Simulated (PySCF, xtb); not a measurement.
CH6FNOSi, SMILES C[Si](N)(O)F. The values are those of a single conformer.

Harmonic wavenumbers (cm⁻¹) from GFN2-xTB in xtb at its own minimum, in rising order: 77, 120, 172, 194, 202, 244, 275, 288, 411, 680, 761, 793, 810, 823, 842, 940, 982, 1389, 1485, 1489, 1503, 3041, 3057, 3062, 3501, 3545, 3677.

### Question
What does ωB97X-D3(BJ)/def2-SVP (PySCF) give at its own minimum? (Estimate from the structure and the level; the computed values follow.)

### Answer
133, 176, 200, 220, 264, 280, 331, 347, 375, 680, 737, 778, 803, 826, 877, 944, 990, 1297, 1441, 1442, 1543, 3073, 3170, 3182, 3641, 3742, 3943. Paired by order, the mean absolute difference is 59 cm⁻¹ and the zero-point energies are 49.1 and 50.7 kcal/mol.
